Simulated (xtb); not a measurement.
NO (SMILES [N]=O), doublet, from a rough starting geometry; GFN2-xTB in xtb.

Here is a job for xtb.
```
$ xtb mol.xyz --gfn 2 --uhf 1 --opt vtight --json

# file mol.xyz
2

N      0.04249327     0.05818450    -0.58677988
O     -0.02099462     0.00423798     0.55962636
```

The log (banner, timings and long lists left out):

```
   ID    Z sym.   atoms
    1    7 N      1
    2    8 O      2

           -------------------------------------------------
          |                Calculation Setup                |
           -------------------------------------------------

           -------------------------------------------------
          |                 G F N 2 - x T B                 |
           -------------------------------------------------

          ...................................................
          :                      SETUP                      :
          :.................................................:
          :  # basis functions                   8          :
          :  # atomic orbitals                   8          :
          :  # shells                            4          :
          :  # electrons                        11          :
          :  max. iterations                   250          :
          :  Hamiltonian                  GFN2-xTB          :
          :  restarted?                      false          :
          :  GBSA solvation                  false          :
          :  PC potential                    false          :
          :  electronic temp.          300.0000000     K    :
          :  accuracy                    1.0000000          :
          :  -> integral cutoff          0.2500000E+02      :
          :  -> integral neglect         0.1000000E-07      :
          :  -> SCF convergence          0.1000000E-05 Eh   :
          :  -> wf. convergence          0.1000000E-03 e    :
          :  Broyden damping             0.4000000          :
          :  net charge                          0          :
          :  unpaired electrons                  1          :
          ...................................................

 iter      E             dE          RMSdq      gap      omega  full diag
   1     -6.8406409 -0.684064E+01  0.749E+00    0.00       0.0  T
   2     -6.8574200 -0.167791E-01  0.301E+00    0.00       1.0  T
   3     -6.8586993 -0.127935E-02  0.195E+00    0.00       1.0  T
   4     -6.8592342 -0.534856E-03  0.126E-01    0.00       1.0  T
   5     -6.8592259  0.826945E-05  0.108E-01    0.00       1.0  T
   6     -6.8592360 -0.100346E-04  0.107E-02    0.00       6.6  T
   7     -6.8592360 -0.551760E-07  0.127E-03    0.00      55.6  T
   8     -6.8592360 -0.111051E-08  0.316E-05    0.00    2238.4  T
   9     -6.8592360 -0.778044E-12  0.139E-06    0.00   50714.5  T

[...]
         :: total energy              -6.828270494339 Eh    ::
 * total energy  :    -6.8282705 Eh     change        0.2664535E-14 Eh
 * total energy  :    -6.8283410 Eh     change       -0.7045593E-04 Eh
 * total energy  :    -6.8283410 Eh     change       -0.3576535E-07 Eh
 * total energy  :    -6.8283410 Eh     change       -0.1008451E-07 Eh
   *** GEOMETRY OPTIMIZATION CONVERGED AFTER 4 ITERATIONS ***
         :: total energy              -6.828340996138 Eh    ::
[...]
         2        2.0000           -0.6713006             -18.2670
         3        2.0000           -0.6261607             -17.0387
         4        2.0000           -0.6261606             -17.0387
         5        2.0000           -0.5100484             -13.8791
         6        0.5000           -0.3558521              -9.6832 (HOMO)
         7        0.5000           -0.3558521              -9.6832 (LUMO)
         8                          0.4196289              11.4187
      -------------------------------------------------------------
                  HL-Gap            0.0000000 Eh            0.0000 eV
             Fermi-level           -0.3944012 Eh          -10.7322 eV

     #   Z          covCN         q      C6AA      α(0)
     1   7 N        0.923     0.063    20.085     6.476
     2   8 O        0.923    -0.063    15.964     5.358

 Mol. C6AA /au·bohr⁶  :         71.758827
 Mol. C8AA /au·bohr⁸  :       1518.721997
 Mol. α(0) /au        :         11.833990

Wiberg/Mayer (AO) data.
largest (>0.10) Wiberg bond orders for each atom

 ---------------------------------------------------------------------------
     #   Z sym  total        # sym  WBO       # sym  WBO       # sym  WBO
 ---------------------------------------------------------------------------
     1   7 N    2.133 --     2 O    2.133
     2   8 O    2.133 --     1 N    2.133
 ---------------------------------------------------------------------------

Topologies differ in total number of bonds
Writing topology from bond orders to xtbtopo.mol

molecular dipole:
                 x           y           z       tot (Debye)
 q only:        0.008       0.006      -0.138
   full:       -0.004      -0.003       0.067       0.170
molecular quadrupole (traceless):
                xx          xy          yy          xz          yz          zz
 q only:       -0.004       0.001      -0.003      -0.004      -0.012       0.007
  q+dip:        0.483      -0.004       0.484       0.082       0.074      -0.966
   full:        0.788      -0.007       0.790       0.133       0.117      -1.577

optimized geometry written to: xtbopt.xyz

           -------------------------------------------------
          | TOTAL ENERGY               -6.828340996138 Eh   |
          | GRADIENT NORM               0.000000175925 Eh/α |
          | HOMO-LUMO GAP               0.000000771119 eV   |
           -------------------------------------------------

normal termination of xtb
```
